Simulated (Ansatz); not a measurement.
`N[BH][SbH2]` + `C#CO` → `C#C[O][SbH2]` + `BN` at 400 K and 1 bar (cleavage of the Sb–B bond).

Gas-phase electronic energies from Ansatz, PBE0-D4/def2-TZVP geometries. CCSD(T)/CBS adds triple-zeta CCSD(T) − MP2 to the extrapolated MP2 energy (def2 sets, frozen cores). This one scheme is used for every species. def2 core potentials past Kr. For Sb outer-core shells are correlated without core-valence functions, which leaves a few kJ/mol of doubt a bond. One conformer a species, not always the lowest.

```
       species  CCSD(T)/CBS energy (Eh)  H − E (kJ/mol)  S (J/(mol·K))
 `N[BH][SbH2]`               -322.54254           166.6          338.1
        `C#CO`               -152.38380           102.4          264.4
`C#C[O][SbH2]`               -392.99526           121.5          350.8
          `BN`                -81.93499           142.5          243.5
```

H − E and S are ideal-gas, rigid-rotor, harmonic terms from PBE0-D4/def2-TZVP, for one conformer and one mirror image of each species. 1 Eh = 2625.50 kJ/mol, R = 8.31446 J/(mol·K).

Problem. By hand: ΔE, ΔH, ΔS and ΔG.

Solution. ΔE = (-392.99526) + (-81.93499) − (-322.54254) − (-152.38380) = -0.00391 Eh = -10.3 kJ/mol. Δ(H − E) = 121.5 + 142.5 − 166.6 − 102.4 = -5.0, so ΔH = -15.3 kJ/mol. ΔS = 350.8 + 243.5 − 338.1 − 264.4 = -8.2 J/(mol·K). ΔG = -15.3 − 400 × (-8.2)/1000 = -12.0 kJ/mol.

Problem. By hand: the equilibrium constant, and the temperature at which ΔG would vanish if ΔH and ΔS stayed fixed.

Solution. log₁₀ K = −ΔG/(RT ln 10) = 1.6. ΔG = 0 at ΔH/ΔS = 1866 K, though so small a ΔS makes that figure unsure.

The number of gas molecules stays the same, so ΔS is small and ΔH decides. A doubt of 5 kJ/mol in ΔE shifts log₁₀ K by 0.7 here. Other conformers and mirror images would add mixing entropy, several J/(mol·K) or more a flexible species. These are equilibria of isolated gas molecules and say nothing of rates. Largest T1 diagnostic: 0.015 (customary marks: 0.02 for closed shells, 0.045 for open ones).
